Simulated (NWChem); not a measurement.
Molecule: C2HF3Si; SMILES F[Si](C#C)(F)F

### Question
Give the equilibrium geometry at PBE0/def2-SVP (NWChem) as an XYZ file, with the point group.

### Answer
point group C3v; any orientation.
```
7

C      0.0000     0.0000     2.6934
C      0.0000     0.0000     1.4787
Si     0.0000     0.0000    -0.3197
F      1.3456    -0.6397    -0.8930
F     -0.1188     1.4851    -0.8930
F     -1.2268    -0.8454    -0.8930
H      0.0000     0.0000     3.7702
```
